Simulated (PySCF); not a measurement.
This PySCF input asks for the NMR shieldings of `Cc1pc([SiH3])[p-]c1C`, [C5H9P2Si]-; the geometry comes from GFN2-xTB.

```python
import basis_set_exchange as bse
import numpy as np
from pyscf import gto, dft
from pyscf.prop import nmr

atoms = """
C    -2.111377   -1.236022   -0.515977
C    -0.783255   -0.582812   -0.250943
P     0.720535   -1.385854   -0.661581
C     1.740498   -0.098865   -0.076894
Si    3.594251   -0.189053   -0.200150
P     0.929588    1.295445    0.584573
C    -0.686255    0.664450    0.328034
C    -1.902773    1.450615    0.731797
H    -1.963159   -2.206916   -0.987242
H    -2.665656   -1.383688    0.415213
H    -2.727512   -0.618388   -1.175840
H     4.134678    0.285267   -1.493103
H     4.257367    0.629310    0.829364
H     4.102094   -1.564015   -0.042949
H    -2.549173    1.642483   -0.129345
H    -2.491437    0.903595    1.473761
H    -1.605411    2.406477    1.161372
"""
names = dict.fromkeys(["C", "P", "Si", "H"], "pcSseg-1")
basis = {el: gto.basis.parse(bse.get_basis(n, elements=[el], fmt="nwchem")) for el, n in names.items()}
mol = gto.M(atom=atoms, basis=basis, charge=-1, verbose=0)
mf = dft.RKS(mol, xc="PBE0")
mf.grids.level = 2
mf.grids.alignment = dft.numint.BLKSIZE   # the property module wants whole blocks of grid points
mf.conv_tol = 1e-9
mf.kernel()

calc = nmr.RKS(mf)   # GIAO
C = mf.mo_coeff
Co = C[:, mf.mo_occ > 0]
resp = mf.gen_response(singlet=True, hermi=2)
def vind(x):   # induced exchange potential for any number of trial vectors
    d = np.einsum("pi,xij,qj->xpq", C, 2 * x.reshape(-1, C.shape[1], Co.shape[1]), Co, optimize=True)
    return np.einsum("xpq,pi,qj->xij", resp(d - d.transpose(0, 2, 1)), C, Co, optimize=True).ravel()
mo1, _ = nmr.rhf.solve_mo1(calc, with_cphf=vind)
sigma = calc.kernel(mo1)
for i, s in enumerate(sigma):   # ppm
    print("%2d %-2s %9.2f" % (i, mol.atom_pure_symbol(i), np.trace(s) / 3))
```

**Question.** Give the expected output.

**Answer.** 
```
 0 C     167.52
 1 C      23.65
 2 P      84.12
 3 C      37.41
 4 Si    431.97
 5 P      82.90
 6 C      24.45
 7 C     167.64
 8 H      28.67
 9 H      29.40
10 H      29.39
11 H      26.92
12 H      27.16
13 H      27.11
14 H      29.40
15 H      29.41
16 H      28.68
```

These numbers come from an equivalent density-fitted implementation of the same equations, which agrees with the script to about 0.01 ppm for H and up to a few tenths of a ppm for heavy atoms, so last digits may differ.

**Question.** Turn these shieldings into chemical shifts. δ = σ(ref) − σ, references computed at the same level: 13C (186.93 ppm), 29Si (349.16 ppm), 1H (31.72 ppm) against TMS; H3PO4 for 31P (318.38 ppm).

**Answer.** Averaging equivalent atoms: C 1/6: 162.9; C 3: 149.5; C 0/7: 19.3; P 2/5: 234.9; Si 4: -82.8; H 11/12/13: 4.65; H 8/9/10/14/15/16: 2.56 ppm. Experimental scales use liquid or dissolved standards, which lie at an offset from isolated H3PO4.

Size and cost of the density-fitted run: 202 basis functions, 38 s wall time on 1 thread of an Arm Neoverse V2, shared host; peak memory 0.92 GiB.
